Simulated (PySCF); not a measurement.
C₇H₁₁N₃.
Atom-mapped SMILES: `[CH3:1][C:2]([CH3:3])([CH3:4])[c:5]1[n:6][cH:7][cH:8][n:9][n:10]1` (hydrogens: H11, H12, H13 on C1; H14, H15, H16 on C3; H17, H18, H19 on C4; H20 on C7; H21 on C8)

The same species was optimised twice, with GFN2-xTB and with PBE0-D3(BJ)/def2-SVP (PySCF), and the same property calculations (PySCF, gas phase) were run on both structures.

```tsv
coordinate	GFN2-xTB	PBE0-D3(BJ)/def2-SVP	change
C2–C5 (Å)	1.506	1.519	+0.013
C5–N10 (Å)	1.327	1.339	+0.012
N9–N10 (Å)	1.298	1.310	+0.012
C8–N9 (Å)	1.322	1.329	+0.007
N6–C7 (Å)	1.317	1.322	+0.005
C2–C3 (Å)	1.532	1.535	+0.003
C2–C4 (Å)	1.527	1.526	-0.001
C5–N6 (Å)	1.335	1.336	+0.001
C1–C2 (Å)	1.535	1.536	+0.001
C7–C8 (Å)	1.394	1.394	0.000
C2–C5–N10 (°)	117.1	116.0	-1.1
C2–C5–N6 (°)	118.8	119.7	+0.9
C1–C2–C5 (°)	107.0	107.8	+0.8
C8–N9–N10 (°)	119.5	118.9	-0.6
C7–C8–N9 (°)	120.1	120.7	+0.6
C3–C2–C5 (°)	108.9	108.4	-0.5
N6–C5–N10 (°)	124.0	124.3	+0.3
C3–C2–C4 (°)	110.4	110.2	-0.2
C1–C2–C5–N6 (°)	109	117	+8
```

Rotational constants: A = 2665, B = 1052, C = 902.2 MHz (GFN2-xTB) against A = 2647, B = 1040, C = 892.4 MHz (PBE0-D3(BJ)/def2-SVP). Atoms that the bonding makes alike are paired by their places after alignment.

On the GFN2-xTB structure: HOMO (eV) -6.69 [PBE0/pcSseg-1]; LUMO (eV) -1.94 [PBE0/pcSseg-1]; dipole (D) 2.19 [PBE0/pcSseg-1]; GIAO shielding of C1/C3/C4 (mean) (ppm) 155.3 [PBE0/pcSseg-1]; GIAO shielding of C2 (ppm) 145.5 [PBE0/pcSseg-1]; GIAO shielding of C5 (ppm) 3.4 [PBE0/pcSseg-1]; GIAO shielding of N6 (ppm) -54.5 [PBE0/pcSseg-1]; GIAO shielding of C7 (ppm) 34.7 [PBE0/pcSseg-1]; GIAO shielding of C8 (ppm) 33.6 [PBE0/pcSseg-1]; GIAO shielding of N9 (ppm) -228.3 [PBE0/pcSseg-1]; GIAO shielding of N10 (ppm) -172.7 [PBE0/pcSseg-1].

**Question.** What do these properties become on the PBE0-D3(BJ)/def2-SVP structure?

**Answer.** 
```csv
property,level,on GFN2-xTB,on PBE0-D3(BJ)/def2-SVP,change
HOMO (eV),PBE0/pcSseg-1,-6.69,-6.79,-0.10
LUMO (eV),PBE0/pcSseg-1,-1.94,-2.00,-0.06
dipole (D),PBE0/pcSseg-1,2.19,2.18,-0.01
"energy, GFN2-xTB geometry as zero (kcal/mol)",PBE0/pcSseg-1,0.0,-0.8,-0.8
GIAO shielding of C1/C3/C4 (mean) (ppm),PBE0/pcSseg-1,155.3,152.9,-2.4
GIAO shielding of C2 (ppm),PBE0/pcSseg-1,145.5,144.0,-1.5
GIAO shielding of C5 (ppm),PBE0/pcSseg-1,3.4,0.3,-3.1
GIAO shielding of N6 (ppm),PBE0/pcSseg-1,-54.5,-55.1,-0.6
GIAO shielding of C7 (ppm),PBE0/pcSseg-1,34.7,34.0,-0.7
GIAO shielding of C8 (ppm),PBE0/pcSseg-1,33.6,31.3,-2.3
GIAO shielding of N9 (ppm),PBE0/pcSseg-1,-228.3,-234.3,-6.0
GIAO shielding of N10 (ppm),PBE0/pcSseg-1,-172.7,-183.9,-11.2
```

The heavy atoms differ by 0.079 Å rms after alignment (one structure mirrored). Among bonds between heavy atoms C2–C5, C5–N10 and N9–N10 change most and about equally (+0.012 to +0.013 Å). Changes are differences of the printed values. Neither structure is proved a minimum here.

Conformer computed: `[CH3:1][C:2]([CH3:3])([CH3:4])[c:5]1[n:6][cH:7][cH:8][n:9][n:10]1`: C1–C2–C5–N6 117°.
